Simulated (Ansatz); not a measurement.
Cost and result for the atomization energy of `[OH][GeH]1[CH2][O]1` (8 atoms, 8 bonds).

Total charge 0; spin multiplicity 1. Correlated methods include outer-core shells of Ge, which these sets cover unevenly. Scalar relativity is left out up to krypton. All single points use the PBE0-D4/def2-TZVP geometry. It is one conformer, not always the lowest. Program: Ansatz. All runs use 2 threads of an Arm Neoverse V2 on a shared host. Times are those of one run each, without the atoms' runs, and a repeat can differ threefold. Electronic energies, without spin–orbit coupling; frozen cores. CCSD(T)/CBS adds CCSD(T) − MP2 in def2-TZVPP to the MP2 limit, and its time is that of the two runs behind it. T1 = 0.014. With those shells the extrapolation isn't a true limit. B3LYP takes the VWN-RPA correlation (the form of Gaussian; ORCA's B3LYP/G). HSE06 is the plane-wave form, built on full-range PBE exchange.

CCSD(T)/CBS is a level of theory with its own doubt, some kJ/mol a heavy atom from the limit and from the frozen cores, so smaller differences don't rank the functionals.

```tsv
level	functions	wall time
LDA (SPW92)/def2-TZVPP	197	1.4 s
revPBE-D4/def2-TZVPP	197	2.5 s
HSE06-D4/def2-TZVPP	197	4.3 s
B3LYP-D4/def2-TZVPP (with forces)	197	4.8 s
r2SCAN-D4/def2-TZVPP (with forces)	197	7 s
r2SCANh-D4/def2-TZVPP	197	7 s
CCSD(T)/def2-SVP	94	7.5 s
ωB97X-V/def2-TZVPP	197	9.5 s
ωB97M-V/def2-TZVPP (with forces)	197	13 s
B97M-V/def2-TZVPP	197	14 s
MP2/def2-QZVPP	380	25 s
CCSD(T)/def2-TZVPP	197	2.3 min
CCSD(T)/CBS(def2)	–	2.7 min
```

Task: What atomization energy does each give, and how far from CCSD(T)/CBS? (Estimate.)

Result: The calculation gave: 
```tsv
level	atomization (kcal/mol)	difference from CCSD(T)/CBS	per bond
LDA (SPW92)/def2-TZVPP	786.8	116.0	14.5
revPBE-D4/def2-TZVPP	662.3	-8.5	-1.1
HSE06-D4/def2-TZVPP	662.6	-8.2	-1.0
B3LYP-D4/def2-TZVPP (with forces)	660.3	-10.5	-1.3
r2SCAN-D4/def2-TZVPP (with forces)	669.8	-1.0	-0.1
r2SCANh-D4/def2-TZVPP	661.7	-9.1	-1.1
CCSD(T)/def2-SVP	616.8	-54.0	-6.7
ωB97X-V/def2-TZVPP	668.3	-2.5	-0.3
ωB97M-V/def2-TZVPP (with forces)	664.7	-6.1	-0.8
B97M-V/def2-TZVPP	669.1	-1.7	-0.2
MP2/def2-QZVPP	680.8	10.0	1.2
CCSD(T)/def2-TZVPP	651.2	-19.6	-2.4
CCSD(T)/CBS(def2)	670.8	0.0	0.0
```

Leaving LDA and LC-ωPBE aside and taking each functional with its dispersion term where it has one, the values, not all of them listed here, spread over 55.2 kcal/mol, from BHLYP-D4 to PBE-D4. LDA lies +105.7 kcal/mol from PBE without D4, its usual overbinding. In def2-TZVPP, CCSD(T) changes the Hartree–Fock value by +215.2 kcal/mol (the triples alone add +14.6 kcal/mol) and MP2 by +233.1 kcal/mol; breaking electron pairs costs correlation energy, which Hartree–Fock lacks. The D4 term adds +5.1 kcal/mol with B3LYP and +2.6 kcal/mol with PBE0; it sums over pairs of atoms, weighted by their polarisabilities, and B3LYP, whose exchange is more repulsive, gets the larger term.
